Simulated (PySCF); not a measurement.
# Reading the logs of faulty runs: BCGeH7O

Calculated results; nothing here was measured. The program is PySCF 2.14.0, an open-source quantum chemistry code, run on an isolated molecule that a program drew, which may never have been made. The molecule is BCGeH7O (charge 0, singlet), drawn as the SMILES string `[BH2][GeH2][O]C`.

Each row is a Hartree-Fock (HF) and frozen-core CCSD(T) single point in the cc-pVDZ basis, meant for a local HF minimum. Run 1 is clean. Each other run has one planted mistake out of seven kinds, and not every kind appears here: one electron removed, one electron added, multiplicity raised by two, geometry at a saddle point, minimal basis STO-3G, one bond length entered in bohr, all coordinates scaled. The reference is restricted for singlets and unrestricted otherwise, and also for a bond in bohr. Adding or removing an electron swaps singlet and doublet. Electrons count all cores. HOMO and LUMO are orbital energies over both spins, the gradient is its largest component, and the lowest frequency (negative if imaginary) is given only where the gradient is small. Bond lengths are over the 10 bonds as drawn. T1 is the CCSD diagnostic: over 0.02 (restricted) or 0.045 (unrestricted) a single reference is doubtful. Germanium has the cc-pVDZ-PP basis, with a core potential (ECP10MDF) in place of its 10 inner electrons, and its 3s, 3p and 3d shells are frozen in CCSD(T).

Geometry of the clean run:
```xyz
11
BCGeH7O, angstrom
B    -2.6854   -1.3684    0.4625
Ge   -0.7948   -1.1650   -0.3899
O     0.0874    0.2667    0.2208
C     0.5032    0.3810    1.5471
H    -3.4272   -2.2146    0.0482
H    -3.0615   -0.6709    1.3602
H     0.0653   -2.4090   -0.0960
H    -0.8566   -0.9323   -1.9004
H    -0.3386    0.3604    2.2503
H     1.2017   -0.4157    1.8306
H     1.0160    1.3366    1.6675
```

```
run,electrons,basis functions,<S^2>,HOMO (eV),LUMO (eV),gradient (hartree/bohr),lowest frequency (cm^-1),mean bond (Å),longest bond (Å),T1,HF (hartree),CCSD(T) (hartree),mistake
1,58,100,0.000,-10.63,1.21,1.3e-05,74,1.4019,2.084,0.0119,-434.83712,-435.41383,no fault
2,58,100,0.972,-10.81,1.11,5.0e-02,-,1.5260,2.635,0.0224,-434.73341,-435.26532,one bond length entered in bohr
3,59,100,0.762,-0.81,8.66,5.1e-02,-,1.4019,2.084,0.0115,-434.82745,-435.42212,one electron added
4,57,100,0.764,-16.42,-5.93,8.0e-02,-,1.4019,2.084,0.0435,-434.52426,-435.06553,?
```

**Which mistake was planted in run 4, and what did it cost?**

It counts 57 electrons, one fewer than the clean run, at the same geometry and basis. So the mistake is: one electron removed. Subtracting run 1 and multiplying by 627.51 kcal/mol a hartree, the energy moved by 196.3 kcal/mol in HF and 218.6 kcal/mol in CCSD(T).

